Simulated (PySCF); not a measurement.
One of the candidates below gave these computed data.

All candidates are C3H12B2N2.

* Polarisability: 83.5 au [CAM-B3LYP/def2-SVPD]
* Rotational structure: rotational constants A, B, C: 4.374, 1.856, 1.471 GHz [PBE0-D3(BJ)/def2-SVP]
* 1H NMR: chemical shifts (computed TMS as zero) by class: 5.42 (1 H), 4.84 (1 H), 3.64 (1 H), 3.46 (1 H), 3.20 (1 H), 1.80 (3 H), 1.68 (2 H), 1.46 (2 H) ppm [GIAO PBE0/pcSseg-1]
* 13C NMR: chemical shifts (computed TMS as zero) by class: 163.8 (1 C), 118.3 (1 C), 24.6 (1 C) ppm [GIAO PBE0/pcSseg-1]
* NMR, other nuclei: isotropic shieldings of nuclei other than C and H, by class: 111 (1 B), 115 (1 B), 237 (2 N) ppm [GIAO PBE0/pcSseg-1]
* UV, strongest line: among the 10 lowest singlet transitions: S2 at 6.88 eV (180 nm, f = 0.235) [TDDFT CAM-B3LYP/def2-SVPD]
* UV, first state: lowest singlet excitation: 6.46 eV (192 nm, f = 0.039) [TDDFT CAM-B3LYP/def2-SVPD]
* Valence photoelectron: vertical ionisation energy: 9.02 eV [ΔSCF CAM-B3LYP/def2-SVPD]
* Dipole: 0.47 D [CAM-B3LYP/def2-SVPD]
* Triplet: lowest triplet excitation (Tamm–Dancoff): 4.28 eV [TDA CAM-B3LYP/def2-SVPD]

Gas-phase values; electronic properties from PySCF, density fitting. Levels stand in brackets. Isolated species at its PBE0-D3(BJ)/def2-SVP geometry (one conformer only). Each NMR value is the plain mean over a class of atoms that symmetry, rotation or inversion makes alike.

**Question.** Which candidate is it?
A. `C=C[B@H-]1[NH2+][B@@H-](C)[NH2+]1`
B. `C=C[B@@H-]1[NH2+][BH2-][N@H+]1C`
C. `C=C[B@H-]1[NH2+][B@H-](C)[NH2+]1`
D. `[BH2-]1[NH2+][BH-](C2CC2)[NH2+]1`
E. `C=C(C)[BH-]1[NH2+][BH2-][NH2+]1`

**Answer.** E. It is `C=C(C)[BH-]1[NH2+][BH2-][NH2+]1`. Numbering: `[CH2:1]=[C:2]([CH3:3])[BH-:4]1[NH2+:5][BH2-:6][NH2+:7]1`. 3 carbons fall into 3 classes; from least to most shielded: fully substituted alkene carbon [C2] (163.8 ppm), terminal =CH2 carbon [C1] (118.3 ppm), allylic carbon [C3] (24.6 ppm). Hydrogen classes from least to most shielded: 1 H on a terminal =CH2 carbon, C1 (5.42 ppm), 1 H on a terminal =CH2 carbon, C1 (4.84 ppm), 1 H on a four-coordinate boron, B4 (3.64 ppm), 1 H on a four-coordinate boron, B6 (3.46 ppm), 1 H on a four-coordinate boron, B6 (3.20 ppm), 3 H on an allylic carbon, C3 (1.80 ppm), 2 H on 2 like atoms (nitrogen bonded to 2 B and 2 H), N5/N7 (1.68 ppm), 2 H on 2 like atoms (nitrogen bonded to 2 B and 2 H), N5/N7 (1.46 ppm, a mean of values up to 0.7 ppm apart in this geometry). The other shieldings belong to: 111 ppm, four-coordinate boron [B4]; 115 ppm, four-coordinate boron [B6]; 237 ppm, nitrogen bonded to 2 B and 2 H [N5/N7]. The first electron is taken from the HOMO, whose largest Löwdin shares are 0.37 on the terminal =CH2 carbon, 0.31 on the fully substituted alkene carbon, 0.06 on the allylic carbon and 0.06 on a four-coordinate boron. The optimised geometry has point group C1 and is an asymmetric top.

The others, at the same levels:
- `C=C[B@@H-]1[NH2+][BH2-][N@H+]1C` fails: its computed 13C shifts are 157.0 (1 C), 123.5 (1 C), 39.4 (1 C) ppm, 1H shifts are 6.55 (1 H), 5.65 (1 H), 5.23 (1 H), 3.39 (1 H), 3.18 (1 H), 3.10 (1 H), 2.38 (3 H), 1.66 (1 H), 1.55 (1 H), 1.02 (1 H) ppm and lowest singlet excitation is 6.78 eV (183 nm, f = 0.152) (against 6.46 eV).
- `[BH2-]1[NH2+][BH-](C2CC2)[NH2+]1` fails: it has 2 carbon classes against 3; its computed 13C shifts are 5.9 (1 C), 3.5 (2 C) ppm, 1H shifts are 3.41 (1 H), 3.33 (1 H), 2.59 (1 H), 1.77 (2 H), 1.34 (2 H), 0.40 (2 H), 0.09 (2 H), -0.52 (1 H) ppm and lowest singlet excitation is 7.25 eV (171 nm, f = 0.005) (against 6.46 eV).
- `C=C[B@H-]1[NH2+][B@@H-](C)[NH2+]1` fails: its computed 13C shifts are 157.2 (1 C), 124.1 (1 C), 8.1 (1 C) ppm, 1H shifts are 6.57 (1 H), 5.68 (1 H), 5.18 (1 H), 3.68 (1 H), 3.50 (1 H), 1.80 (2 H), 0.90 (2 H), -0.02 (3 H) ppm and lowest singlet excitation is 6.71 eV (185 nm, f = 0.127) (against 6.46 eV).
- `C=C[B@H-]1[NH2+][B@H-](C)[NH2+]1` fails: its computed 13C shifts are 156.9 (1 C), 123.9 (1 C), 7.9 (1 C) ppm, 1H shifts are 6.61 (1 H), 5.71 (1 H), 5.23 (1 H), 3.59 (1 H), 3.31 (1 H), 1.62 (2 H), 1.07 (2 H), 0.16 (3 H) ppm and lowest singlet excitation is 6.68 eV (186 nm, f = 0.120) (against 6.46 eV).

Each candidate is one conformer, not necessarily the lowest. The conformers computed, where there is a choice (atom-mapped SMILES and torsion angles):
- `[CH2:1]=[C:2]([CH3:3])[BH-:4]1[NH2+:5][BH2-:6][NH2+:7]1`: C1–C2–B4–N5 114°
- `[CH2:1]=[CH:2][B@@H-:3]1[NH2+:4][BH2-:5][N@H+:6]1[CH3:7]`: C1–C2–B3–N4 117°
- `[BH2-:1]1[NH2+:2][BH-:3]([CH:4]2[CH2:5][CH2:6]2)[NH2+:7]1`: N2–B3–C4–C5 163°
- `[CH2:1]=[CH:2][B@H-:3]1[NH2+:4][B@@H-:5]([CH3:6])[NH2+:7]1`: C1–C2–B3–N4 12°
- `[CH2:1]=[CH:2][B@H-:3]1[NH2+:4][B@H-:5]([CH3:6])[NH2+:7]1`: C1–C2–B3–N4 13°
